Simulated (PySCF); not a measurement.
PySCF input file for B(Me)2(SH) (C2H7BS), SMILES CB(C)S, PBE0-D3(BJ)/def2-SVP. Geometry optimised at PBE0-D3(BJ)/def2-SVP. The values are those of a single conformer.

```python
import numpy as np
from pyscf import gto, scf, dft, df
from pyscf.hessian import thermo

mol = gto.M(
    atom='''
    B     0.15212069   -0.22727252    0.27620121
    C     1.57057729   -0.86068148    0.02488006
    H     1.54864686   -1.94552782    0.22329542
    H     2.28063044   -0.43719295    0.75758552
    H     1.98523232   -0.69627654   -0.97990397
    C    -0.65219222   -0.52963404    1.59326924
    H    -1.02225770   -1.56964215    1.53617610
    H    -1.51925131    0.12123226    1.77593278
    H     0.00711362   -0.49648541    2.47626743
    S    -0.49301847    0.83204878   -1.02673548
    H    -1.66273267    1.18936803   -0.45148728
    ''',
    basis='def2-SVP',
    charge=0,
    spin=0,
    max_memory=1600,
    verbose=3,
)
mf = dft.RKS(mol, xc='pbe0').density_fit(auxbasis='def2-universal-jkfit')
mf.disp = 'd3bj'
mf.grids.level = 3
mf.conv_tol = 1e-11
mf.max_cycle = 100
mf.kernel()

# [left out here: the lines that compute and print the analytic Hessian (its translational invariance restored by hand, since the grid's response is missing), thermochemistry and intensities]
```

Log of the run:

```
converged SCF energy = -503.046999617947

WARN: DFTD3 does not support analytical Hessian, using finite difference


WARN: Mole.unit (angstrom) is changed to Bohr

Mode                                 0                   1                   2
Irrep
Freq [cm^-1]                       62.0987             99.2884            273.9583
Reduced mass [au]                   1.0261              1.0636              2.9295
Force const [Dyne/A]                0.0023              0.0062              0.1295
Char temp [K]                      89.3462            142.8538            394.1650
Normal mode                   x     y     z       x     y     z       x     y     z
       0   B                -0.01 -0.01 -0.01   -0.02 -0.03 -0.02   -0.06 -0.01  0.07
       1   C                -0.02 -0.02 -0.01   -0.01 -0.01 -0.00   -0.05  0.09 -0.11
       2   H                -0.09 -0.06 -0.22    0.20  0.08  0.50    0.08  0.07 -0.22
       3   H                -0.04 -0.20  0.12    0.05  0.45 -0.33    0.02  0.10 -0.19
       4   H                 0.06  0.13  0.05   -0.20 -0.38 -0.14   -0.22  0.23 -0.16
       5   C                 0.00  0.00  0.01   -0.01 -0.02 -0.01   -0.06 -0.01  0.08
       6   H                 0.46 -0.17  0.31    0.16 -0.09  0.10   -0.08 -0.01  0.08
       7   H                -0.27 -0.30 -0.21   -0.11 -0.14 -0.08   -0.04  0.00  0.08
       8   H                -0.04  0.54  0.02   -0.02  0.18 -0.01   -0.05 -0.02  0.08
       9   S                 0.01  0.01  0.00    0.01  0.02  0.01    0.07 -0.04  0.00
      10   H                -0.01 -0.01 -0.02    0.04  0.07  0.03    0.03  0.09 -0.16
Mode                                 3                   4                   5
Irrep
Freq [cm^-1]                      296.8275            367.8263            446.8739
Reduced mass [au]                   2.4959              1.9113              1.0455
Force const [Dyne/A]                0.1296              0.1524              0.1230
[...]
       6   H                -0.13 -0.02  0.17   -0.21 -0.03  0.42    0.16 -0.03 -0.06
       7   H                -0.04  0.01  0.03    0.15  0.17  0.02   -0.07 -0.10  0.35
       8   H                -0.13 -0.02  0.18    0.19  0.17 -0.21    0.27 -0.04 -0.27
       9   S                -0.04  0.06 -0.07   -0.00 -0.01  0.00    0.00  0.00 -0.01
      10   H                -0.01  0.06 -0.03    0.09  0.18  0.08    0.11 -0.21  0.32
Mode                                 9                  10                  11
Irrep
Freq [cm^-1]                      826.7506            863.7895            897.0390
Reduced mass [au]                   1.2380              1.7062              1.8942
Force const [Dyne/A]                0.4986              0.7500              0.8981
Char temp [K]                    1189.5100           1242.8008           1290.6394
Normal mode                   x     y     z       x     y     z       x     y     z
       0   B                -0.05 -0.01  0.01   -0.03  0.07 -0.06   -0.08 -0.13 -0.08
       1   C                 0.07 -0.03  0.02    0.07 -0.01 -0.09    0.04  0.08  0.02
       2   H                 0.11 -0.05 -0.06   -0.04  0.03  0.12   -0.32  0.07 -0.00
       3   H                 0.16 -0.06 -0.05   -0.12 -0.00  0.10    0.25 -0.20 -0.03
       4   H                -0.01 -0.01 -0.01    0.43 -0.21  0.03   -0.05 -0.18 -0.06
       5   C                -0.00  0.04 -0.05   -0.10  0.03  0.05    0.03  0.07  0.05
       6   H                 0.12 -0.00 -0.11    0.09 -0.04  0.03    0.12  0.04 -0.30
       7   H                -0.03 -0.04  0.10   -0.15 -0.14  0.43   -0.14 -0.14 -0.02
       8   H                 0.13 -0.03 -0.15    0.12 -0.06 -0.11   -0.15 -0.15  0.18
       9   S                -0.02 -0.01  0.03    0.01 -0.02  0.02    0.01  0.01  0.00
      10   H                -0.21  0.47 -0.64    0.03 -0.07  0.08    0.05 -0.02  0.10
Mode                                12                  13                  14
Irrep
Freq [cm^-1]                     1119.5486           1172.2689           1310.2072
Reduced mass [au]                   3.0176              2.0121              1.3071
Force const [Dyne/A]                2.2284              1.6292              1.3220
Char temp [K]                    1610.7812           1686.6339           1885.0964
Normal mode                   x     y     z       x     y     z       x     y     z
       0   B                 0.13 -0.14  0.14   -0.15  0.00  0.15   -0.01  0.02 -0.03
       1   C                -0.03  0.04 -0.04    0.02  0.01 -0.04    0.09 -0.04  0.01
       2   H                -0.24  0.08  0.15    0.16  0.01  0.06   -0.37 -0.04 -0.07
       3   H                -0.20  0.02  0.13    0.09 -0.16 -0.00   -0.22  0.32  0.08
       4   H                 0.00 -0.02 -0.03    0.30 -0.17  0.04   -0.24  0.13 -0.10
       5   C                -0.04  0.04 -0.04    0.03 -0.01 -0.02   -0.04 -0.04  0.08
       6   H                 0.17 -0.04 -0.05    0.06 -0.00 -0.22    0.05 -0.03 -0.37
       7   H                -0.03 -0.01  0.14    0.10  0.15 -0.28    0.06  0.18 -0.22
       8   H                 0.17 -0.05 -0.18    0.16  0.11 -0.14    0.24  0.23 -0.15
       9   S                -0.01  0.02 -0.02    0.00  0.01 -0.01    0.00 -0.00  0.00
      10   H                -0.01  0.03 -0.04    0.05 -0.11  0.16    0.00 -0.01  0.02
Mode                                15                  16                  17
Irrep
Freq [cm^-1]                     1335.2669           1419.3194           1424.0184
Reduced mass [au]                   1.8129              1.0509              1.0575
Force const [Dyne/A]                1.9044              1.2473              1.2634
Char temp [K]                    1921.1518           2042.0847           2048.8454
Normal mode                   x     y     z       x     y     z       x     y     z
       0   B                 0.10 -0.02 -0.08    0.00 -0.01  0.01    0.01 -0.01  0.01
       1   C                -0.10  0.04  0.02    0.01 -0.01 -0.03   -0.04 -0.03  0.02
       2   H                 0.31  0.03  0.03    0.03  0.06  0.35   -0.27 -0.03 -0.08
       3   H                 0.20 -0.25 -0.10    0.02 -0.20  0.07    0.22  0.31 -0.42
       4   H                 0.15 -0.07  0.10   -0.09  0.25 -0.02    0.40  0.24  0.23
       5   C                -0.06 -0.03  0.09    0.05 -0.01  0.01    0.00  0.03  0.02
       6   H                 0.09 -0.05 -0.33   -0.53  0.21 -0.18   -0.11  0.05  0.11
       7   H                 0.05  0.17 -0.11   -0.24 -0.39  0.07   -0.20 -0.17 -0.26
       8   H                 0.21  0.19 -0.12    0.14  0.32 -0.08    0.20 -0.22 -0.12
       9   S                -0.00 -0.00  0.01   -0.00  0.00  0.00   -0.00  0.00 -0.00
      10   H                -0.02  0.05 -0.07   -0.00 -0.00 -0.01   -0.00 -0.01  0.00
Mode                                18                  19                  20
Irrep
Freq [cm^-1]                     1442.2734           1445.9923           2706.7128
Reduced mass [au]                   1.0619              1.0728              1.0383
Force const [Dyne/A]                1.3015              1.3216              4.4820
Char temp [K]                    2075.1103           2080.4609           3894.3571
Normal mode                   x     y     z       x     y     z       x     y     z
       0   B                 0.03 -0.00  0.02   -0.00 -0.03  0.03    0.00 -0.00 -0.00
       1   C                -0.01  0.04  0.04   -0.02 -0.01  0.02   -0.00 -0.00  0.00
       2   H                 0.11 -0.08 -0.55   -0.16 -0.03 -0.16    0.00  0.00  0.00
       3   H                -0.16  0.18  0.09    0.11  0.22 -0.24   -0.00 -0.00 -0.00
       4   H                -0.01 -0.57 -0.07    0.24  0.01  0.12   -0.00  0.00 -0.00
       5   C                 0.02  0.00  0.01    0.02 -0.03 -0.04   -0.00  0.00 -0.00
       6   H                -0.29  0.11 -0.03   -0.05  0.01 -0.25   -0.00 -0.00 -0.00
       7   H                -0.18 -0.24 -0.05    0.20  0.07  0.48   -0.00 -0.00  0.00
       8   H                 0.14  0.08 -0.09   -0.27  0.49  0.16    0.00  0.00  0.00
       9   S                -0.00  0.00 -0.00   -0.00  0.00 -0.00    0.03 -0.01 -0.01
      10   H                -0.00  0.00 -0.01   -0.00 -0.00 -0.00   -0.85  0.26  0.42
Mode                                21                  22                  23
Irrep
Freq [cm^-1]                     3041.5245           3044.8791           3122.2868
Reduced mass [au]                   1.0405              1.0405              1.0968
Force const [Dyne/A]                5.6710              5.6835              6.2996
Char temp [K]                    4376.0766           4380.9031           4492.2755
Normal mode                   x     y     z       x     y     z       x     y     z
       0   B                -0.00  0.00  0.00   -0.00  0.00 -0.00    0.00  0.00 -0.00
       1   C                 0.03 -0.01  0.00    0.04 -0.02  0.01   -0.02 -0.05 -0.02
       2   H                 0.01  0.29 -0.05    0.02  0.47 -0.08    0.00  0.45 -0.09
       3   H                -0.22 -0.14 -0.23   -0.36 -0.22 -0.37    0.29  0.16  0.30
       4   H                -0.08 -0.04  0.22   -0.14 -0.06  0.35   -0.04 -0.02  0.07
       5   C                 0.02  0.02 -0.03   -0.01 -0.02  0.02    0.03  0.04  0.04
       6   H                -0.20 -0.55 -0.04    0.12  0.34  0.02   -0.16 -0.44 -0.02
       7   H                -0.30  0.23  0.05    0.18 -0.14 -0.03    0.13 -0.09 -0.02
       8   H                 0.28  0.02  0.35   -0.17 -0.01 -0.22   -0.29 -0.01 -0.39
       9   S                -0.00  0.00 -0.00   -0.00  0.00 -0.00    0.00 -0.00  0.00
      10   H                 0.00 -0.00 -0.00    0.00 -0.00  0.00   -0.00 -0.00  0.00
Mode                                24                  25                  26
Irrep
Freq [cm^-1]                     3126.2519           3160.0293           3162.0090
Reduced mass [au]                   1.0961              1.1033              1.1029
Force const [Dyne/A]                6.3118              6.4911              6.4970
Char temp [K]                    4497.9805           4546.5786           4549.4270
Normal mode                   x     y     z       x     y     z       x     y     z
       0   B                -0.00 -0.00 -0.00   -0.00  0.00 -0.00   -0.00  0.00 -0.00
       1   C                -0.02 -0.05 -0.03   -0.00 -0.01  0.02    0.01  0.03 -0.08
       2   H                 0.00  0.49 -0.10    0.00  0.08 -0.01   -0.01 -0.37  0.06
       3   H                 0.32  0.18  0.32   -0.02 -0.02 -0.02    0.15  0.09  0.14
       4   H                -0.04 -0.02  0.09    0.06  0.02 -0.15   -0.31 -0.12  0.75
       5   C                -0.02 -0.04 -0.03   -0.07  0.05 -0.02   -0.01  0.01 -0.00
       6   H                 0.15  0.41  0.01   -0.07 -0.16 -0.01   -0.02 -0.03 -0.00
       7   H                -0.13  0.09  0.02    0.63 -0.48 -0.13    0.12 -0.09 -0.03
       8   H                 0.27  0.01  0.36    0.26  0.02  0.36    0.05  0.00  0.07
       9   S                -0.00 -0.00 -0.00    0.00 -0.00  0.00    0.00 -0.00  0.00
      10   H                -0.00  0.00 -0.00    0.00 -0.00  0.00   -0.00  0.00  0.00
temperature 298.1500 [K]
pressure 101325.00 [Pa]
Rotational constants [GHz] 7.38850 4.31647 2.81946
Symmetry number 1
Zero-point energy (ZPE) 0.08725 [Eh]   229075.560 [J/mol]
                           tot       elec      trans        rot        vib
Entropy [J/mol/K]       330.114      0.000    162.416    107.459     60.239
Cv [J/mol/K]             89.753      0.000     12.472     12.472     64.810
Cp [J/mol/K]             98.068      0.000     20.786     12.472     64.810
Internal energy [J/mol]                      3718.434   3718.434 238655.288
Internal energy [Eh]   -502.95327  -503.04700
Enthalpy [J/mol]                             6197.391   3718.434 238655.288
Enthalpy [Eh]          -502.95232
Gibbs free energy [J/mol]                  -42226.946 -28320.520 220694.946
Gibbs free energy [Eh] -502.98981
mode   freq/cm-1   IR/(km/mol)
   1       62.10         0.113
   2       99.29         1.921
   3      273.96         1.236
   4      296.83         0.906
   5      367.83         0.090
   6      446.87        15.825
   7      589.93         5.336
   8      745.13         2.422
   9      796.34         1.357
  10      826.75        11.186
  11      863.79         5.503
  12      897.04        17.881
  13     1119.55       167.915
  14     1172.27        24.254
  15     1310.21        45.433
  16     1335.27        93.436
  17     1419.32         4.406
  18     1424.02         2.849
  19     1442.27         7.989
  20     1445.99         4.585
  21     2706.71         4.745
  22     3041.52         1.396
  23     3044.88         2.005
  24     3122.29         1.306
  25     3126.25         8.981
  26     3160.03        14.291
  27     3162.01         8.695
max |gradient| / (hartree/bohr): 3.893897000010701e-05
APT charges: [ 0.7754 -0.3012  0.0234  0.0267  0.0168 -0.2938  0.0306  0.0027  0.0225
 -0.3372  0.0341]
```

The run converged.
